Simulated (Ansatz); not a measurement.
`COc1ccc(-c2ccc(C#Cc3ccc(C#Cc4ccc(C#Cc5ccc(C(F)=C(F)F)cc5)cc4)cc3)cc2)cc1`. Total charge 0; singlet. Geometry PBE-D4/def2-SVP.

```xyz
66

C     6.988    8.773  -11.064
O     6.115    7.681  -11.286
C     5.619    7.019  -10.207
C     5.903    7.344   -8.865
C     5.334    6.589   -7.830
C     4.470    5.503   -8.086
C     3.872    4.718   -6.985
C     2.587    4.135   -7.112
C     2.015    3.399   -6.075
C     2.707    3.210   -4.850
C     2.127    2.465   -3.789
C     1.620    1.820   -2.867
C     1.032    1.083   -1.806
C     1.755    0.821   -0.611
C     1.176    0.100    0.431
C    -0.154   -0.390    0.327
C    -0.747   -1.118    1.391
C    -1.266   -1.749    2.316
C    -1.866   -2.469    3.381
C    -1.124   -2.801    4.547
C    -1.714   -3.505    5.593
C    -3.076   -3.910    5.523
C    -3.679   -4.623    6.592
C    -4.206   -5.240    7.522
C    -4.814   -5.947    8.592
C    -6.191   -6.294    8.550
C    -6.794   -6.986    9.598
C    -6.043   -7.365   10.741
C    -6.608   -8.090   11.875
F    -5.748   -8.384   12.880
C    -7.884   -8.515   12.070
F    -8.276   -9.168   13.149
F    -8.878   -8.328   11.212
C    -4.669   -7.022   10.785
C    -4.067   -6.329    9.737
C    -3.817   -3.580    4.356
C    -3.227   -2.877    3.309
C    -0.877   -0.130   -0.870
C    -0.297    0.588   -1.912
C     3.997    3.789   -4.718
C     4.559    4.524   -5.762
C     4.198    5.196   -9.443
C     4.759    5.934  -10.484
H     7.272    9.154  -12.062
H     7.908    8.465  -10.519
H     6.493    9.590  -10.493
H     6.557    8.190   -8.613
H     5.547    6.878   -6.790
H     2.013    4.289   -8.038
H     1.011    2.965   -6.193
H     2.784    1.197   -0.517
H     1.745   -0.095    1.351
H    -0.071   -2.493    4.614
H    -1.130   -3.755    6.491
H    -6.787   -6.007    7.671
H    -7.860   -7.234    9.527
H    -4.074   -7.310   11.663
H    -2.999   -6.072    9.789
H    -4.871   -3.887    4.290
H    -3.811   -2.627    2.412
H    -1.906   -0.505   -0.962
H    -0.866    0.783   -2.832
H     4.554    3.644   -3.781
H     5.572    4.936   -5.640
H     3.552    4.339   -9.687
H     4.556    5.684  -11.536
```

Single mean-field runs in def2-SVP are fitted with def2-universal-jkfit.

Problem. Estimate the orbital energies around the gap (eV) in Ansatz with PBE-D4/def2-SVP, r2SCAN-D4/def2-SVP, PBE0-D4/def2-SVP.

Solution. 
```
orbital  PBE-D4/def2-SVP  r2SCAN-D4/def2-SVP  PBE0-D4/def2-SVP
 HOMO−9            -6.56               -6.88             -7.77
 HOMO−8            -6.56               -6.84             -7.71
 HOMO−7            -6.53               -6.83             -7.71
 HOMO−6            -6.47               -6.77             -7.65
 HOMO−5            -6.44               -6.71             -7.52
 HOMO−4            -6.38               -6.65             -7.46
 HOMO−3            -6.01               -6.30             -7.14
 HOMO−2            -5.58               -5.83             -6.60
 HOMO−1            -5.19               -5.41             -6.11
   HOMO            -4.86               -5.04             -5.68
   LUMO            -2.95               -2.98             -2.43
 LUMO+1            -2.41               -2.40             -1.80
 LUMO+2            -1.80               -1.76             -1.09
 LUMO+3            -1.42               -1.35             -0.57
 LUMO+4            -1.35               -1.26             -0.49
 LUMO+5            -1.35               -1.26             -0.48
```
